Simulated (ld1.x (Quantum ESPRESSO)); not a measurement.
# Scattering properties, ultrasoft potential for promethium

Pm (Z = 61), ultrasoft, made with ld1.x (Quantum ESPRESSO) 7.5 (PBE, scalar-relativistic). Core [Kr] 4d10, reference 4f5 5s2 5p6 5d0 6s1 6p0 (charge +1). Waves: 5s (bound): rcut 1.85, rcutus 2.05 bohr; 6s (bound): rcut 1.85, rcutus 2.05 bohr; 5p (bound): rcut 2.20, rcutus 2.85 bohr; 6p (bound, empty): rcut 2.20, rcutus 2.85 bohr; 5d (bound, empty): rcut 2.55, rcutus 3.35 bohr; 5d channel at 0.05 Ry: rcut 2.55, rcutus 3.35 bohr; 4f (bound): rcut 1.10, rcutus 1.40 bohr; 4f channel at 4.3 Ry: rcut 1.10, rcutus 1.40 bohr. Local part: all-electron potential smoothed inside 3.10 bohr (lloc = -2). Core correction: none. Augmentation charge: PSQ, radius 1.05 bohr.

The phase is arctan(r·u′/u) with u = r·R(r), unwrapped; energies in Ry, scanned from -6 to 5 Ry. A pole is an energy at which the radial function vanishes at the test radius. The pseudo phase is shifted by a multiple of π to meet the all-electron one at the reference energy, and phase errors are pseudo minus all-electron; the curves can meet again beyond the range given. Levels narrower than the energy grid can be missing from the lists of poles.

| channel | radius (bohr) | reference energy (Ry) | poles, all-electron | poles, pseudo | unbroken range about the reference energy with phases within 0.05 rad | phase error 1 Ry above the reference energy (rad) |
| --- | --- | --- | --- | --- | --- | --- |
| s | 3.65 | -0.61 | -3.51, 0.64 | -3.51, 0.64 | below 2.4 | -0.000 |
| p | 3.65 | -0.39 | -2.07, 1.52 | -2.07, 1.50 | below 3.0 | -0.002 |
| d | 3.65 | -0.53 | -0.19, 3.15 | -0.19, 3.16 | the whole range | -0.000 |
| f | 3.65 | -0.60 | -0.58, 1.82 | -0.58, 1.93 | below 0.2 | +0.105 |

Phases in the d channel:

| E (Ry) | all-electron | pseudo |
| --- | --- | --- |
| -6.00 | 1.454 | 1.454 |
| -5.48 | 1.448 | 1.448 |
| -4.96 | 1.441 | 1.441 |
| -4.44 | 1.433 | 1.433 |
| -3.92 | 1.423 | 1.423 |
| -3.40 | 1.410 | 1.410 |
| -2.88 | 1.392 | 1.392 |
| -2.36 | 1.368 | 1.368 |
| -1.84 | 1.328 | 1.328 |
| -1.32 | 1.244 | 1.244 |
| -0.80 | 0.811 | 0.811 |
| -0.28 | -1.501 | -1.501 |
| 0.24 | -1.760 | -1.760 |
| 0.76 | -2.034 | -2.034 |
| 1.28 | -3.410 | -3.412 |
| 1.80 | -4.408 | -4.408 |
| 2.32 | -4.596 | -4.596 |
| 2.84 | -4.678 | -4.677 |
| 3.36 | -4.733 | -4.731 |
| 3.88 | -4.784 | -4.780 |
| 4.40 | -4.848 | -4.839 |
| 4.92 | -4.974 | -4.941 |
